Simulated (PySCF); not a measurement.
C$_{2}$H$_{5}$AlO$_{2}$ (SMILES CC(=O)[O][AlH2]), singlet, geometry from GFN2-xTB (such geometries of metal compounds can be far from the true shape).

PySCF was given this input:
```python
from pyscf import gto, scf, ci

mol = gto.M(
    atom='''
Al    0.527530    0.167057    1.923345
H    -0.566365    0.329228    2.980206
H     2.019283    0.142157    2.261279
O     0.082201    0.018274    0.328576
C    -0.284486   -0.251465   -0.937257
C    -0.319256    0.969227   -1.815702
O    -0.546551   -1.363111   -1.287353
H    -0.618234    0.691686   -2.822009
H     0.667446    1.427805   -1.832307
H    -1.022773    1.689505   -1.402687
''',
    basis='cc-pvdz',
    charge=0,
    spin=0,
    verbose=4,
    max_memory=1800,
)

mf = scf.RHF(mol)
mf.kernel()

myci = ci.CISD(mf, frozen=9)
myci.kernel()
print('E(CISD) = %.10f' % myci.e_tot)
```

Question: What does this run give for the SCF-reference HOMO energy, SCF-reference HOMO-LUMO gap?

Answer: 
```yaml
SCF-reference HOMO energy: -11.77 eV
SCF-reference HOMO-LUMO gap: 13.22 eV
```
